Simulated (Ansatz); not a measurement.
**GeH2 (SMILES [H][Ge][H]): the energy, rung by rung**

GeH2: 3 atoms, total charge 0, spin state singlet. As SMILES, `[H][Ge][H]`. Geometry: a GFN2-xTB relaxation, a rough one for these elements and not checked as a minimum.

```xyz
3

Ge    0.0046   -0.0091   -0.7810
H     1.0988   -0.0178    0.3984
H    -1.1034    0.0269    0.3826
```

Quantity: the energy change with the Ge1–H3 bond stretched from 1.607 to 2.411 Å, in eV. The values are calculated.

| level | kind | program | value (eV) | less FCI/STO-3G |
| --- | --- | --- | --- | --- |
| HF/STO-3G (restricted) | Hartree–Fock | Ansatz | 3.96 | +1.29 |
| BLYP/STO-3G (restricted) | GGA | Ansatz | 2.94 | +0.27 |
| revPBE/STO-3G (restricted) | GGA | Ansatz | 2.95 | +0.28 |
| B3LYP/STO-3G (restricted) | global hybrid | Ansatz | 3.20 | +0.53 |
| r2SCAN0/STO-3G (restricted) | hybrid meta-GGA | Ansatz | 3.40 | +0.73 |
| B2PLYP/STO-3G (restricted) | double hybrid | Ansatz | 3.23 | +0.56 |
| BCCD(T)/STO-3G (restricted) | coupled cluster or CI | Ansatz | 2.67 | 0.00 |
| FCI/STO-3G | exact in the basis | Ansatz | 2.67 | 0.00 |

FCI/STO-3G is exact within its basis and frozen core, so for wave-function methods in that basis the difference is their error; functionals converge differently with the basis, so for them it is only a difference. Spin-restricted single references rise too steeply as a bond breaks, Hartree–Fock most of all. All-electron rows without a relativistic Hamiltonian named are non-relativistic. The first shape isn't each level's own minimum. The values span 2.67 to 3.96 eV. All rows use very small basis sets, so even the best lies far from the true value. In the correlated wave-function rows the outer d shell of Ge is correlated, in sets not made for it.
